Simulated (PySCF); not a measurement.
Input for PySCF: R-B3LYP/LANL2DZ on H4O3Sn (SMILES [OH][SnH]([OH])[OH]), a point of a torsion scan.

```python
from pyscf import gto, scf, dft, mp
from pyscf.data.elements import chemcore

mol = gto.M(
    atom='''
    O     1.59660456    0.49206535   -0.52421487
    Sn   -0.00274848   -0.14741549    0.31909468
    O     0.53626993   -0.81944964    2.03068995
    O    -1.04243059    1.42011321    0.67860577
    H     2.39390635    0.02892515   -0.26832023
    H    -0.81318569   -1.27078506   -0.57788347
    H     0.00104617   -0.50646170    2.75989783
    H    -0.80044000    2.17871070    0.14717698
    ''',
    basis='lanl2dz',
    ecp={'Sn': 'lanl2dz'},
    charge=0, spin=0, verbose=3, max_memory=1800)
mf = dft.RKS(mol, xc='b3lyp')
mf.conv_tol = 1e-8
mf.max_cycle = 100
mf.kernel()
if not mf.converged:
    mf = mf.newton().run(mf.mo_coeff, mf.mo_occ)
```

Output:

```
converged SCF energy = -231.504016358885
```

Self-consistency was reached.

Cost: very roughly 3 core-seconds.
